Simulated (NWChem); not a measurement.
System: CH3ClOPb, singlet; SMILES C[O][Pb][Cl]

Input file for NWChem:

```
start job
memory heap 200 mb stack 900 mb global 1100 mb
geometry units angstroms noautoz
  Pb     0.539122    -0.035857     0.000000
  Cl    -1.640145    -1.265921     0.000000
  O     -0.234311     1.908292     0.000000
  C     -1.561857     2.333167     0.000000
  H     -2.288166     1.498536     0.000000
  H     -1.767470     2.958824     0.889593
  H     -1.767470     2.958824    -0.889593
end
basis spherical
  * library def2-svpd
end
ecp
  Pb library def2-ecp
end
dft
  xc xpbe96 cpbe96
  iterations 150
end
tddft
  cis
  nroots 6
  notriplet
end
task tddft energy
```

Low-valent species are run as closed-shell singlets; no triplet was tried in these runs. Coordinates come from a PBE0/def2-SVP optimisation. Not confirmed as a minimum by frequencies. def2 effective core potentials on Pb; no spin-orbit coupling.

Vertical excitations in the gas phase.

Q: Give the results of this calculation. (PBE/def2-SVPD with def2 effective core potentials on Pb, TDA.) Quantities: lowest excitation, singlet (eV); oscillator strength of that lowest state; lowest state with f > 0.02, singlet (eV); orbital gap (eV).

A: 
```json
{
 "lowest excitation, singlet (eV)": "3.21",
 "oscillator_strength_of_that_lowest_state": "0.003",
 "lowest state with f > 0.02, singlet (eV)": "3.76",
 "orbital gap (eV)": "3.00"
}
```
